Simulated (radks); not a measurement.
The numbers below are computed, except where a source is named.
Q: All-electron atom: neutral titanium in [Ar] 3d2 4s2 (the NIST ground configuration). Level of theory: Dirac Kohn-Sham, PBEsol, spin-unpolarised, spherical densities, point nucleus; open shells are shared between the two j in proportion to 2j + 1 (a radial shooting solver on a logarithmic mesh with Libxc functionals). Some entries of the table are withheld. Estimate them.

| orbital | occ. | eigenvalue (eV) | <r^2> (bohr^2) | <1/r> (bohr^-1) |
|---|---|---|---|---|
| 1s1/2 | 2 | -4862.090 | 0.006523 | 21.79 |
| 2s1/2 | 2 | -536.1134 | 0.1251 | 4.554 |
| 2p1/2 | 2 | (1) | 0.1026 | 4.489 |
| 2p3/2 | 4 | (2) | 0.1044 | 4.432 |
| 3s1/2 | 2 | -62.4406 | 1.172 | 1.398 |
| 3p1/2 | 2 | (3) | 1.380 | 1.272 |
| 3p3/2 | 4 | (4) | 1.401 | 1.260 |
| 4s1/2 | 2 | -4.4769 | 14.13 | 0.3707 |
| 3d3/2 | 0.8 | -4.3041 | 3.551 | 0.8668 |
| 3d5/2 | 1.2 | -4.2579 | 3.581 | 0.8637 |

A: 
(1) 2p1/2 eigenvalue (eV): -447.6523
(2) 2p3/2 eigenvalue (eV): -441.8902
(3) 3p1/2 eigenvalue (eV): -39.2086
(4) 3p3/2 eigenvalue (eV): -38.5492
